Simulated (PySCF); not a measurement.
**Calculated NMR parameters of C[SiH2]O[Si@H]1C=C[SiH2]N1**

```
Formula                               : C3H11NOSi3
SMILES                                : C[SiH2]O[Si@H]1C=C[SiH2]N1
InChI                                 : InChI=1S/C3H11NOSi3/c1-6-5-8-3-2-7-4-8/h2-4,8H,6-7H2,1H3/t8-/m0/s1
Point group of the computed structure : C1
Degrees of unsaturation               : 2
Carbon signals                        : 3
Proton signals                        : 9
```

Mapped SMILES: `[CH3:1][SiH2:2][O:3][Si@H:4]1[CH:5]=[CH:6][SiH2:7][NH:8]1`. Each H is labelled by its parent atom. Ha(Si7) is cis to O3 on the ring; Ha(Si2) is pro-R; Hb(Si2) is pro-S; Hb(Si7) is trans to O3 on the ring.

- NMR shieldings at PBE0/pcSseg-1/GIAO
- coordinates at the GFN2-xTB level
- run in PySCF 2.14.0 with density-fitted response routines
- no solvent model, non-relativistic Hamiltonian, single conformer, one averaged value for each set of equivalent atoms

Shifts are taken against calculated references (same method and geometry level): 1H, 13C, 29Si against TMS; NH3 for 15N; 17O against H2O.

| carbon | δC, type | δH (multiplicity) | HMBC from (2–3 bonds) | span of the C tensor (ppm) |
| --- | --- | --- | --- | --- |
| C1 | -0.4, CH3 | 0.24 (m) | Hb(Si2), Ha(Si2) | 22 |
| C5 | 159.1, CH | 7.42 (m) | H(C6), H(Si4), Ha(Si7), Hb(Si7) | 264 |
| C6 | 156.0, CH | 7.44 (m) | H(C5), H(Si4), Ha(Si7), Hb(Si7) | 261 |

Other nuclei:
```
  atoms  nucleus                                                    environment  δ (ppm)  σ (ppm)
 H(Si4)       1H  hydrogen on a silicon bonded to C, N, O, in a 5-membered ring     5.32    26.39
Ha(Si7)       1H     hydrogen on a silicon bonded to C, N, in a 5-membered ring     5.27    26.45
Hb(Si2)       1H                           hydrogen on a silicon bonded to C, O     5.24    26.47
Ha(Si2)       1H                           hydrogen on a silicon bonded to C, O     5.22    26.49
Hb(Si7)       1H     hydrogen on a silicon bonded to C, N, in a 5-membered ring     5.14    26.58
  H(N8)       1H    hydrogen on a nitrogen bonded to 2 Si, in a 5-membered ring     0.42    31.29
    Si2     29Si                                    silicon bonded to C, O, 2 H    -21.1    370.2
    Si4     29Si             silicon bonded to C, N, O, H, in a 5-membered ring    -27.8    376.9
    Si7     29Si              silicon bonded to C, N, 2 H, in a 5-membered ring    -36.3    385.5
     N8      15N               nitrogen bonded to 2 Si, H, in a 5-membered ring     27.2    240.5
     O3      17O                                          oxygen bonded to 2 Si     69.0    267.1
```

1. Carbon types of the structure: 2 × CH, 1 × CH3, leaving 6 H on heteroatoms.
2. δC 159.1, 156.0: alkene CH; as expected for a trigonal carbon in a double bond.
3. δC -0.4: methyl carbon bonded to Si; an electropositive neighbour leaves it electron-rich and shielded.
4. δH 7.44, 7.42: hydrogen on an alkene CH; olefinic region.
5. δH 0.42: hydrogen on a nitrogen bonded to 2 Si, in a 5-membered ring; exchangeable; this is the value without hydrogen bonding to other molecules.
6. δH 0.24: hydrogen on a methyl carbon bonded to Si; an electropositive neighbour shields it, as in TMS itself.

OH/NH shifts are gas-phase values; hydrogen bonding in solution moves them, usually downfield. Shifts are as computed. Against solution values, carbons near 30 ppm lie about +3 ppm off and those near 130 ppm about +5 ppm. Of 1211 compounds with measured shifts, 218 miss one by over three times the rms of a fit or turn the order of signals round; such compounds aren't used in these exercises. Experimental scales use liquid or dissolved standards, which lie at an offset from isolated NH3 (liquid NH3: subtract about 20 ppm) and H2O (liquid H2O: subtract about 36 ppm). Multiplicities follow the n + 1 count of equivalent neighbours, as no J values were calculated; m marks all less simple cases, F and P coupling included.
